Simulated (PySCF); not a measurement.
## Unknown compound

The spectra below were simulated for a compound C₈H₇FO.

¹H NMR (400 MHz, computed): δ 8.51 (m, 1H), 7.57 (m, 1H), 7.32 (m, 1H), 7.21 (m, 1H), 2.60 (s, 3H).

¹³C{¹H} NMR (computed): δ 200.3 (C), 175.5 (C), 144.6 (CH), 142.6 (CH), 132.1 (CH), 130.6 (C), 124.4 (CH), 34.4 (CH3).

Relativity neglected, rapidly exchanging positions averaged, no solvent model, one computed conformer. Structure optimised with PBE0-D3(BJ)/def2-SVP; shielding tensors at CAM-B3LYP/pcSseg-1 (GIAO); PySCF.

References, each an isolated molecule treated in the same way: TMS for ¹H (σref 31.33), ¹³C (σref 182.45).

Q: What is the structure?

A: 
- The formula gives 5 degrees of unsaturation (1 ring in the answer).
- 8 carbon signals for 8 carbons: no two carbons are equivalent.
- Carbon types of the structure: 3 × C, 4 × CH, 1 × CH3, which accounts for all hydrogens.
- δC 200.3: ketone carbonyl carbon; the double bond to the heteroatom, with no lone-pair donor beside it, deshields it most.
- δC 175.5: aromatic carbon bearing fluorine; σ withdrawal by the attached heteroatom moves it downfield of the ring CH carbons.
- δC 144.6, 142.6, 132.1, 124.4: aromatic CH.
- δC 130.6: substituted aromatic carbon.
- δC 34.4: methyl carbon α to a carbonyl; the adjacent C=O deshields it moderately.
- δH 8.51, 7.57, 7.32, 7.21: hydrogen on an aromatic CH.
- δH 2.60: hydrogen on a methyl carbon α to a carbonyl; α to C=O.

The compound is 2-acetyl-1-fluorobenzene (CC(=O)c1ccccc1F).

The shifts were computed for this structure.

Splittings by ¹⁹F in the carbon and heteronuclear signals aren't shown, as no couplings were computed. Shifts are as computed, not scaled to solution data. Of 1211 compounds with measured shifts, 218 miss one by over three times the rms of a fit or turn the order of signals round; such compounds aren't used in these exercises. No couplings were computed; multiplicities are counted from neighbouring protons, with m where these are inequivalent, close in shift, in a saturated or five-membered ring or joined by F or P, and br s for small geminal =CH2 splittings.
